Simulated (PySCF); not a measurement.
C7H15 (doublet state).
Geometry (PBE0-D3(BJ)/def2-SVP, Å), atoms numbered from 1 in this order:
```
atom  x, y, z in Å
C1    -1.019   -0.426   -1.643
C2    -0.676   -0.079   -0.226
C3    -1.547   -0.953    0.695
C4    -0.994    1.395    0.039
C5     0.836   -0.404    0.016
C6     1.288   -0.232    1.463
C7     1.758    0.375   -0.917
H8    -1.442    0.307   -2.334
H9    -0.857   -1.446   -2.007
H10   -1.407   -0.693    1.756
H11   -2.613   -0.816    0.457
H12   -1.308   -2.021    0.570
H13   -0.421    2.061   -0.622
H14   -0.776    1.676    1.080
H15   -2.064    1.590   -0.138
H16    0.944   -1.475   -0.237
H17    1.216    0.819    1.787
H18    0.705   -0.844    2.165
H19    2.343   -0.530    1.567
H20    1.763    1.451   -0.676
H21    2.795    0.018   -0.825
H22    1.454    0.267   -1.970
```

The hyperfine couplings belong to this conformer and change with its torsions.

The species is `[CH2]C(C)(C)C(C)C` [radical].

The calculation used PySCF 2.14.0, UKS B3LYP, IGLO-III on C, pcH-1 on H, non-relativistic, mean-field spin-orbit, GIAO. One conformer (not necessarily the lowest) at the PBE0-D3(BJ)/def2-SVP geometry, without solvent, vibrations or thermal averaging. The SCF solution wasn't tested for stability.

Principal values of hyperfine tensors in MHz (contact and dipolar terms together), for some of the nuclei:

```
atom  isotope       A1      A2      A3
  C1      13C     8.04    8.73  246.68
  H8       1H  -105.30  -65.70  -27.78
  H9       1H  -101.85  -63.64  -24.62
  C3      13C    56.14   56.38   67.64
  C5      13C    37.51   38.07   47.93
  C2      13C   -29.07  -26.70  -25.69
 H19       1H     5.33    5.78    8.01
  C7      13C     3.80    5.15    8.85
```

Q: Split each tensor into its isotropic and traceless parts, and turn a_iso into mT with g = 2.0026.

A: a_iso = (A1 + A2 + A3)/3, Ti = Ai − a_iso; 1 mT corresponds to 28.028 MHz.

| atom | a_iso (MHz) | a_iso (mT) | T1 | T2 | T3 |
| --- | --- | --- | --- | --- | --- |
| C1 | 87.81 | 3.133 | -79.78 | -79.08 | 158.86 |
| H8 | -66.26 | -2.364 | -39.05 | 0.56 | 38.48 |
| H9 | -63.37 | -2.261 | -38.48 | -0.27 | 38.75 |
| C3 | 60.05 | 2.143 | -3.91 | -3.68 | 7.59 |
| C5 | 41.17 | 1.469 | -3.66 | -3.10 | 6.76 |
| C2 | -27.15 | -0.969 | -1.92 | 0.45 | 1.46 |
| H19 | 6.37 | 0.227 | -1.05 | -0.59 | 1.64 |
| C7 | 5.93 | 0.212 | -2.13 | -0.78 | 2.92 |

Q: What spin density at the nucleus of H9 lies behind its contact coupling (g_N = 5.58569)?

A: a_FC = 800.24 MHz bohr³ × g_N × ρ(0)/(2S). With a_FC = -63.37 MHz and 2S = 1, ρ(0) = -0.01418 bohr⁻³. In magnitude that is 4.5 % of the 1/π = 0.318 of a free hydrogen atom.

Q: H10 (1H, g_N = 5.58569) isn't in the table. Its spin density at the nucleus is 0.005494 bohr⁻³. What is its contact coupling?

A: By the same relation, a_FC = 24.6 MHz. Its full tensor has the principal values 21.85, 22.86, 28.96 MHz.

Q: Name the largest traceless tensor T of the table and describe it.

A: C1: -79.8, -79.1, 158.9 MHz, axial, in the ratio −1:−1:+2, the form that spin in one p orbital centred on that nucleus gives.

Q: In a single crystal, with the field along each principal axis of the tensor of C1 in turn, what first-order splitting does this nucleus give (isotropic g, quadrupole terms neglected)?

A: 2 lines (I = 1/2), spaced by |A_i|/(g × 13.996): 0.29, 0.31, 8.80 mT along the axes of A1, A2 and A3.
